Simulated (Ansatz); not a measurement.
Harmonic vibrations of Cl$_{2}$H$_{2}$S$_{2}$Si (`S[Si](S)(Cl)Cl`) by finite differences.

```yaml
crystal:
  periodic: [false, false, false]
  atoms:
    - {symbol: S, position_ang: [-1.568145, 0.438605, 1.202734]}
    - {symbol: Si, position_ang: [0.019370, 0.025112, -0.125642]}
    - {symbol: S, position_ang: [1.387351, -1.109540, 1.013206]}
    - {symbol: Cl, position_ang: [-0.551798, -1.036610, -1.777366]}
    - {symbol: Cl, position_ang: [0.800599, 1.776870, -0.834662]}
    - {symbol: H, position_ang: [-1.937957, 1.550395, 0.543512]}
    - {symbol: H, position_ang: [1.911880, -1.712831, -0.067681]}
basis:
  gaussian: {orbitals: def2-TZVP}
hamiltonian: {xc: pbe0, dispersion: d4}
phonons: {temperatures: {t_min: 298.15, t_max: 900, t_step: 200}}
```

```sh
$ ansatz run in.yaml --threads 4 --pin off --events-out ev --progress --plain --max-ram 10444MiB
```

Shortened log:

```
Functional definition: PBE0
  name "PBE0"
  cite "Adamo & Barone, J. Chem. Phys. 110, 6158 (1999) doi:10.1063/1.478522"
  cite "Perdew, Burke & Ernzerhof, Phys. Rev. Lett. 77, 3865 (1996) doi:10.1103/PhysRevLett.77.3865"
  parent pbe
  parameter a = 0.25
  parameter kappa = 0.804
  parameter beta = 0.06672455060314922
  exchange = (1 - a)*pbe_x(kappa = kappa, mu = beta*pi^2/3) + a*exact_x
  correlation = pbe_c(beta = beta)
mean field -54613.73397400 eV, -2007.0177050261 hartree, gradient 1.6e-5 eV, S^2 0.000000; 0 other end points of the search recorded, 0 dependent functions left out
the calculation of the forces begins
these checks for a lower state are left out or cut short: stability, starts, cluster_reference, orbital_swaps, neighbouring_geometries, increment
mean field -54613.73388769 eV, -2007.0177018540 hartree, gradient 1.5e-6 eV, S^2 0.000000; 0 other end points of the search recorded, 0 dependent functions left out
the calculation of the forces begins
these checks for a lower state are left out or cut short: stability, starts, cluster_reference, orbital_swaps, neighbouring_geometries, increment
mean field -54613.73398385 eV, -2007.0177053879 hartree, gradient 1.8e-6 eV, S^2 0.000000; 0 other end points of the search recorded, 0 dependent functions left out
the calculation of the forces begins
these checks for a lower state are left out or cut short: stability, starts, cluster_reference, orbital_swaps, neighbouring_geometries, increment
mean field -54613.73392792 eV, -2007.0177033326 hartree, gradient 1.7e-6 eV, S^2 0.000000; 0 other end points of the search recorded, 0 dependent functions left out
the calculation of the forces begins
these checks for a lower state are left out or cut short: stability, starts, cluster_reference, orbital_swaps, neighbouring_geometries, increment
mean field -54613.73389280 eV, -2007.0177020418 hartree, gradient 1.5e-6 eV, S^2 0.000000; 0 other end points of the search recorded, 0 dependent functions left out
the calculation of the forces begins
these checks for a lower state are left out or cut short: stability, starts, cluster_reference, orbital_swaps, neighbouring_geometries, increment
mean field -54613.73395961 eV, -2007.0177044971 hartree, gradient 2.0e-6 eV, S^2 0.000000; 0 other end points of the search recorded, 0 dependent functions left out
the calculation of the forces begins
these checks for a lower state are left out or cut short: stability, starts, cluster_reference, orbital_swaps, neighbouring_geometries, increment
mean field -54613.73389057 eV, -2007.0177019601 hartree, gradient 1.6e-6 eV, S^2 0.000000; 0 other end points of the search recorded, 0 dependent functions left out
the calculation of the forces begins
these checks for a lower state are left out or cut short: stability, starts, cluster_reference, orbital_swaps, neighbouring_geometries, increment
mean field -54613.73390078 eV, -2007.0177023353 hartree, gradient 2.9e-6 eV, S^2 0.000000; 0 other end points of the search recorded, 0 dependent functions left out
the calculation of the forces begins
these checks for a lower state are left out or cut short: stability, starts, cluster_reference, orbital_swaps, neighbouring_geometries, increment
mean field -54613.73390154 eV, -2007.0177023630 hartree, gradient 3.0e-6 eV, S^2 0.000000; 0 other end points of the search recorded, 0 dependent functions left out
[...]
these checks for a lower state are left out or cut short: stability, starts, cluster_reference, orbital_swaps, neighbouring_geometries, increment
mean field -54613.73398788 eV, -2007.0177055360 hartree, gradient 2.5e-6 eV, S^2 0.000000; 0 other end points of the search recorded, 0 dependent functions left out
the calculation of the forces begins
these checks for a lower state are left out or cut short: stability, starts, cluster_reference, orbital_swaps, neighbouring_geometries, increment
mean field -54613.73395377 eV, -2007.0177042826 hartree, gradient 2.2e-6 eV, S^2 0.000000; 0 other end points of the search recorded, 0 dependent functions left out
the calculation of the forces begins
these checks for a lower state are left out or cut short: stability, starts, cluster_reference, orbital_swaps, neighbouring_geometries, increment
mean field -54613.73397399 eV, -2007.0177050255 hartree, gradient 2.7e-6 eV, S^2 0.000000; 0 other end points of the search recorded, 0 dependent functions left out
the calculation of the forces begins
these checks for a lower state are left out or cut short: stability, starts, cluster_reference, orbital_swaps, neighbouring_geometries, increment
mean field -54613.73392223 eV, -2007.0177031236 hartree, gradient 1.2e-6 eV, S^2 0.000000; 0 other end points of the search recorded, 0 dependent functions left out
the calculation of the forces begins
these checks for a lower state are left out or cut short: stability, starts, cluster_reference, orbital_swaps, neighbouring_geometries, increment
mean field -54613.73391176 eV, -2007.0177027387 hartree, gradient 7.5e-7 eV, S^2 0.000000; 0 other end points of the search recorded, 0 dependent functions left out
the calculation of the forces begins
these checks for a lower state are left out or cut short: stability, starts, cluster_reference, orbital_swaps, neighbouring_geometries, increment
mean field -54613.73395990 eV, -2007.0177045078 hartree, gradient 2.8e-6 eV, S^2 0.000000; 0 other end points of the search recorded, 0 dependent functions left out
the calculation of the forces begins
these checks for a lower state are left out or cut short: stability, starts, cluster_reference, orbital_swaps, neighbouring_geometries, increment
mean field -54613.73394427 eV, -2007.0177039334 hartree, gradient 8.2e-7 eV, S^2 0.000000; 0 other end points of the search recorded, 0 dependent functions left out
the calculation of the forces begins
these checks for a lower state are left out or cut short: stability, starts, cluster_reference, orbital_swaps, neighbouring_geometries, increment
mean field -54613.73396740 eV, -2007.0177047836 hartree, gradient 1.1e-6 eV, S^2 0.000000; 0 other end points of the search recorded, 0 dependent functions left out
the calculation of the forces begins
these checks for a lower state are left out or cut short: stability, starts, cluster_reference, orbital_swaps, neighbouring_geometries, increment
mean field -54613.73394945 eV, -2007.0177041239 hartree, gradient 2.5e-6 eV, S^2 0.000000; 0 other end points of the search recorded, 0 dependent functions left out
the calculation of the forces begins
these checks for a lower state are left out or cut short: stability, starts, cluster_reference, orbital_swaps, neighbouring_geometries, increment
mean field -54613.73394620 eV, -2007.0177040044 hartree, gradient 1.1e-6 eV, S^2 0.000000; 0 other end points of the search recorded, 0 dependent functions left out
the calculation of the forces begins
these checks for a lower state are left out or cut short: stability, starts, cluster_reference, orbital_swaps, neighbouring_geometries, increment
mean field -54613.73396400 eV, -2007.0177046586 hartree, gradient 1.1e-6 eV, S^2 0.000000; 0 other end points of the search recorded, 0 dependent functions left out
the calculation of the forces begins
these checks for a lower state are left out or cut short: stability, starts, cluster_reference, orbital_swaps, neighbouring_geometries, increment
mean field -54613.73392462 eV, -2007.0177032115 hartree, gradient 7.6e-7 eV, S^2 0.000000; 0 other end points of the search recorded, 0 dependent functions left out
the calculation of the forces begins
these checks for a lower state are left out or cut short: stability, starts, cluster_reference, orbital_swaps, neighbouring_geometries, increment
mean field -54613.73391424 eV, -2007.0177028297 hartree, gradient 9.5e-7 eV, S^2 0.000000; 0 other end points of the search recorded, 0 dependent functions left out
the calculation of the forces begins
Total energy: -54614.01767862 eV, -2007.0281309784 hartree
Atom 0 at    -1.568145     0.438605     1.202734 Å, force     0.000436     0.000369    -0.000924 eV/Å
Atom 1 at     0.019370     0.025112    -0.125642 Å, force    -0.000090    -0.000408     0.001393 eV/Å
Atom 2 at     1.387351    -1.109540     1.013206 Å, force    -0.000308     0.000231    -0.001033 eV/Å
Atom 3 at    -0.551798    -1.036610    -1.777366 Å, force     0.000109    -0.000680    -0.000340 eV/Å
Atom 4 at     0.800599     1.776870    -0.834662 Å, force    -0.000087     0.000733     0.000067 eV/Å
Atom 5 at    -1.937957     1.550395     0.543512 Å, force     0.000038    -0.000068     0.000456 eV/Å
Atom 6 at     1.911880    -1.712831    -0.067681 Å, force    -0.000098    -0.000177     0.000381 eV/Å
Dipole moment:     0.004172     0.013741    -0.047074 e Å
Vibrations: 120.65 130.31 168.81 196.22 201.26 209.30 219.96 398.28 572.78 582.62 584.45 733.39 801.45 2708.62 2709.60 cm⁻¹, zero-point energy 0.640856 eV
```

It took 3.2 min on 4 threads of an Arm Neoverse N1 on a shared host, with 0.68 GiB of host memory at the peak.
